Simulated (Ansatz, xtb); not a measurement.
# Relative energy of two structures of C2H3Ge

Structure X is a doublet given by its coordinates and structure Y is `C#[C][GeH2]`, a doublet. Both are isolated molecules in the gas phase, relaxed with PBE-D3(BJ)/def2-SVP.

X (Å):

```xyz
6

C     0.1142   -0.2448   -0.5750
C     0.9142   -0.3341    0.5256
Ge   -1.4250    0.9519   -0.4192
H     0.5018   -0.6283   -1.5389
H     1.9521   -0.7150    0.4833
H     0.5698    0.0081    1.5200
```

Close contacts (Å): C1–C2 1.36, C1–Ge3 1.96, C1–H4 1.11, C2–H5 1.11, C2–H6 1.11.

Y (Å):

```xyz
6

C    -2.0115   -0.7175   -0.4887
C    -3.1839   -1.0188   -0.7228
Ge   -0.2846   -0.0560   -0.0897
H    -4.2059   -1.3070   -0.9333
H     0.6322   -0.1809   -1.3389
H     0.2948   -0.7992    1.1467
```

Quicker runs give these differences E(Y) − E(X): GFN2-xTB +24.7 kcal/mol; HF/STO-3G +7.1 kcal/mol (at GFN2-xTB geometries); r2SCAN-D4/def2-SVP +21.4 kcal/mol (at GFN2-xTB geometries).

Task: Estimate E(Y) − E(X) at the level CCSD(T)/def2-SVP.

Result: Calculated at CCSD(T)/def2-SVP: E(Y) − E(X) = +17.0 kcal/mol, so structure X lies lower.

Level by level:

```tsv
level	geometry	E(Y) − E(X) (kcal/mol)	departure from the last row (kcal/mol)	job, with rough time for the two
GFN2-xTB	GFN2-xTB	+24.7	+7.6	optimisation, 0.14 s
HF/STO-3G	GFN2-xTB	+7.1	−10.0	single point, 0.95 s
r2SCAN-D4/def2-SVP	GFN2-xTB	+21.4	+4.4	single point, 7.2 s
PBE-D3(BJ)/def2-SVP	PBE-D3(BJ)/def2-SVP	+21.9	+4.9	optimisation, 1.8 min
HF/def2-SVP	PBE-D3(BJ)/def2-SVP	+19.8	+2.7	part of the CCSD(T) run
MP2/def2-SVP	PBE-D3(BJ)/def2-SVP	+13.6	−3.4	part of the CCSD(T) run
CCSD(T)/def2-SVP	PBE-D3(BJ)/def2-SVP	+17.0		single point, 27 s
```

None of the levels shown reverses the order. The largest departure from CCSD(T)/def2-SVP is that of HF/STO-3G, 10.0 kcal/mol. MP2 in a larger basis moves the difference by −1.1 kcal/mol, a step that isn't added because spin contamination makes open-shell MP2 unreliable in this search.

With harmonic frequencies from PBE-D3(BJ)/def2-SVP (ideal gas, rigid rotor, one conformer each, 298.15 K, 1 atm): the zero-point term adds −4.8 kcal/mol; ΔH is +12.7 and ΔG +12.4 kcal/mol.

Open shells are spin-unrestricted, with notable spin contamination under HF/STO-3G, HF/def2-SVP, MP2/def2-SVP, CCSD(T)/def2-SVP. The correlated steps freeze 11 core orbitals; the filled d shell of Ge is correlated, in a basis made for valence electrons. Mirror images aren't counted in ΔG. Programs: Ansatz 0.2.0, xtb 6.7.1; the last row on 1 thread of Arm Neoverse V2 on a shared host.
